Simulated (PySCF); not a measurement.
A PySCF script (with the pyscf-properties extension) for the NMR shieldings of `C[C@@H]1CS[Si@@H]1c1ccco1`, C7H10OSSi, on a GFN2-xTB geometry:

```python
import basis_set_exchange as bse
import numpy as np
from pyscf import gto, dft
from pyscf.prop import nmr

atoms = """
C    -1.572141    1.092424    0.922609
C    -1.850793    0.444834   -0.428285
C    -2.640382   -0.865088   -0.295521
S    -1.421964   -2.136061   -0.826042
Si   -0.327455   -0.338912   -1.290825
C     1.322918   -0.212419   -0.437421
C     1.861115   -0.801907    0.676746
C     3.173736   -0.300712    0.804093
C     3.344504    0.556847   -0.240568
O     2.239120    0.617539   -0.992985
H    -0.967543    1.988084    0.795674
H    -1.032669    0.406323    1.572867
H    -2.503638    1.372657    1.413389
H    -2.398022    1.155545   -1.051734
H    -3.502386   -0.919368   -0.956909
H    -2.958411   -1.082573    0.721796
H    -0.214300   -0.067915   -2.721651
H     1.374138   -1.514039    1.311430
H     3.889723   -0.543660    1.562100
H     4.179300    1.159079   -0.541801
"""
names = dict.fromkeys(["C", "S", "Si", "O", "H"], "pcSseg-1")
basis = {el: gto.basis.parse(bse.get_basis(n, elements=[el], fmt="nwchem")) for el, n in names.items()}
mol = gto.M(atom=atoms, basis=basis, charge=0, verbose=0)
mf = dft.RKS(mol, xc="PBE0")
mf.grids.level = 2
mf.grids.alignment = dft.numint.BLKSIZE   # the property module wants whole blocks of grid points
mf.conv_tol = 1e-9
mf.kernel()

calc = nmr.RKS(mf)   # GIAO
C = mf.mo_coeff
Co = C[:, mf.mo_occ > 0]
resp = mf.gen_response(singlet=True, hermi=2)
def vind(x):   # induced exchange potential for any number of trial vectors
    d = np.einsum("pi,xij,qj->xpq", C, 2 * x.reshape(-1, C.shape[1], Co.shape[1]), Co, optimize=True)
    return np.einsum("xpq,pi,qj->xij", resp(d - d.transpose(0, 2, 1)), C, Co, optimize=True).ravel()
mo1, _ = nmr.rhf.solve_mo1(calc, with_cphf=vind)
sigma = calc.kernel(mo1)
for i, s in enumerate(sigma):   # ppm
    w = np.linalg.eigvalsh((s + s.T) / 2)
    print("%2d %-2s iso %8.1f  s11 %8.1f  s22 %8.1f  s33 %8.1f" % (i, mol.atom_pure_symbol(i), w.mean(), *w))
```

Task: What are the results?

Result: 
```
 0 C  iso    167.2  s11    150.6  s22    169.4  s33    181.7
 1 C  iso    156.9  s11    124.1  s22    165.5  s33    181.2
 2 C  iso    151.0  s11    130.8  s22    148.5  s33    173.5
 3 S  iso    637.7  s11    381.3  s22    633.4  s33    898.3
 4 Si iso    361.0  s11    318.8  s22    366.4  s33    397.9
 5 C  iso     29.7  s11    -37.9  s22     20.9  s33    106.0
 6 C  iso     53.5  s11    -47.4  s22     47.6  s33    160.2
 7 C  iso     69.4  s11    -19.1  s22     63.7  s33    163.7
 8 C  iso     32.4  s11    -46.4  s22     37.1  s33    106.5
 9 O  iso     16.0  s11   -133.2  s22    -80.9  s33    262.2
10 H  iso     31.0  s11     26.4  s22     28.9  s33     37.5
11 H  iso     30.2  s11     26.0  s22     30.6  s33     34.0
12 H  iso     30.5  s11     25.8  s22     27.8  s33     38.0
13 H  iso     29.4  s11     25.3  s22     28.3  s33     34.7
14 H  iso     28.1  s11     23.5  s22     26.6  s33     34.2
15 H  iso     29.2  s11     25.0  s22     27.3  s33     35.3
16 H  iso     25.7  s11     21.0  s22     25.1  s33     31.0
17 H  iso     24.0  s11     21.5  s22     22.6  s33     28.1
18 H  iso     24.8  s11     22.8  s22     25.6  s33     26.2
19 H  iso     23.9  s11     20.9  s22     24.9  s33     25.9
```

These numbers come from an equivalent density-fitted implementation of the same equations, which agrees with the script to about 0.01 ppm for H and up to a few tenths of a ppm for heavy atoms, so last digits may differ.

Task: Turn these shieldings into chemical shifts. Chemical shifts δ = σref − σ; TMS for ¹³C (186.93 ppm), ²⁹Si (349.16 ppm), ¹H (31.72 ppm); CS2 for ³³S (503.73 ppm); ¹⁷O (336.08 ppm) against H2O, all at this level.

Result: Averaging equivalent atoms: C 5: 157.3; C 8: 154.5; C 6: 133.5; C 7: 117.5; C 2: 36.0; C 1: 30.0; C 0: 19.7; S 3: -134; Si 4: -11.9; O 9: 320.0; H 19: 7.84; H 17: 7.68; H 18: 6.87; H 16: 5.98; H 14: 3.60; H 15: 2.52; H 13: 2.28; H 10/11/12: 1.14 ppm. Unscaled 17O shifts of doubly bonded oxygen tend to come out too high, by tens of ppm or more. Experimental scales use liquid or dissolved standards, which lie at an offset from isolated H2O (liquid H2O: subtract about 36 ppm).

Size and cost of the density-fitted run: 234 basis functions, 120 s wall time on 1 thread of an Arm Neoverse V1, shared host; peak memory 0.98 GiB.
